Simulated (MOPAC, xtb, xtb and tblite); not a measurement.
Conformational energy of SMILES O=CCC[SiH3] (C3H8OSi). Scanned: dihedral C2–C3–C4–Si5; all other coordinates were relaxed at GFN2-xTB. Points at φ and −φ are mirror images. Heavy atoms are numbered in the order of the SMILES O=CCC[SiH3], hydrogens after them in the order of the atoms that carry them; the mirror image has the same energies with the sign of each dihedral reversed. Each profile is relative to its own lowest point.

```
φ / °    A     B    C
-----  ---  ----  ---
-160   3.6  23.9  0.2
-140   4.9  24.6  0.7
-120   5.6  25.1  0.9
-100   4.7  24.5  0.5
-80    2.9  22.0  0.1
-60    1.0   9.9  3.8
-40    0.0   2.6  3.1
-20    1.3   0.3  2.5
0      2.1   0.0  2.5
20     1.3   0.3  2.5
40     0.0   2.6  3.1
60     1.0   9.9  3.8
80     2.9  22.0  0.1
100    4.7  24.5  0.5
120    5.6  25.1  0.9
140    4.9  24.6  0.7
160    3.6  23.9  0.2
180    3.1  23.6  0.0
```

Energies in mEh.

Q: Match the curves with the methods GFN1-xTB // GFN2-xTB (xtb); GFN2-xTB in xtb and tblite; PM6, restricted, heats of formation // GFN2-xTB (MOPAC).

A: A is GFN2-xTB; B is GFN1-xTB; C is PM6.
